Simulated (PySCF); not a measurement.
**Deuteron quadrupole couplings in cyclopentadienecarbonitrile**

Species: cyclopentadienecarbonitrile, C₆H₅N.
SMILES with atom numbers: `[N:1]#[C:2][C:3]1=[CH:4][CH:5]=[CH:6][CH2:7]1` (hydrogens: H8 on C4; H9 on C5; H10 on C6; H11, H12 on C7)

Cartesian coordinates in Å at the PBE0-D3(BJ)/def2-SVP level; atoms count from 1:
```
atom  x, y, z in Å
N1     3.3484   -0.0885   -0.0543
C2     2.1916    0.0149   -0.0677
C3     0.7778    0.1113   -0.0786
C4     0.0368    1.2355   -0.2790
C5    -1.3744    0.8935   -0.2102
C6    -1.4995   -0.4318    0.0306
C7    -0.1478   -1.0511    0.1364
H8     0.4385    2.2328   -0.4619
H9    -2.1892    1.6074   -0.3359
H10   -2.4318   -0.9875    0.1357
H11    0.0189   -1.5305    1.1184
H12    0.0106   -1.8447   -0.6166
```

Level: PBE0/pcSseg-1 (PySCF, non-relativistic); Q(2H) = 0.00286 b; rigid geometry, the same for H and D, with no vibrational averaging.

Q: Tabulate Vzz, the asymmetry η and χzz = 234.96 MHz × Q × Vzz for every hydrogen position.

A: 
```tsv
atom	bonded to	bond length (Å)	Vzz (au)	η	χzz (kHz)
H8	C4	1.091	0.3055	0.04	205
H9	C5	1.090	0.3087	0.05	207
H10	C6	1.090	0.3098	0.05	208
H11	C7	1.105	0.2834	0.03	190
H12	C7	1.105	0.2834	0.03	190
```

Isolated species at its PBE0-D3(BJ)/def2-SVP geometry, gas phase. These gradients aren't converged with respect to the basis.
